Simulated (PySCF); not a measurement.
**Match the barriers**

Saddle point of BHSBrF, singlet (BHSBrF ([F][B]([SH])[Br]) → BSF + HBr; bonds formed: Br2–H4; bonds broken: B1–Br2, S3–H4), PBE0-D4/def2-TZVP structure:

B1  (-0.724, 0.022, -0.103)
Br2  (1.568, 0.820, -0.472)
S3  (-0.465, -1.253, 0.949)
H4  (1.089, -0.381, 0.434)
F5  (-1.468, 0.792, -0.808)
(Å)

Computed with PySCF 2.14 with density fitting (its default auxiliary sets; JK sets also for MP2 and CCSD(T)) (basis: def2-TZVPP, with def2-QZVPP for the basis limit); correlated methods freeze the cores. Filled d shells of the heavier atoms are correlated. The def2 sets are not built for correlating such inner shells, so the correlated values are less sure here. B3LYP uses VWN-RPA correlation. Extrapolation: Hartree–Fock as exp(−7.88 √X), correlation as X^−2.97. Four methods, as single points on the PBE0-D4 structures, gave these electronic barriers from the start structure: 40.44, 45.41, 51.57, 59.77 kcal/mol.

(1) The methods were, in alphabetical order, B3LYP-D4, BHLYP-D4, HF, PBE-D4. Which gave which? (Judge from chemistry; the calculation decides.)

T1 diagnostic: at most 0.014.

Answers

(1) The calculation gives: PBE-D4 40.44; B3LYP-D4 45.41; BHLYP-D4 51.57; HF 59.77 kcal/mol. For comparison, CCSD(T) at an estimated basis limit (MP2 extrapolated from triple and quadruple zeta, plus CCSD(T) − MP2 in triple zeta) gives 47.71 kcal/mol.

Labels in which every atom is bracketed show which atoms are joined, not bond orders.

For scale, one of the runs: CCSD(T)/def2-TZVPP, 166 basis functions, launched by `OMP_NUM_THREADS=4 python run.py`. Time: 2.7 min of wall clock on 4 CPU threads of a Oxide Virtual Turin-like; the host was shared. Peak host memory: 1.8 GiB.
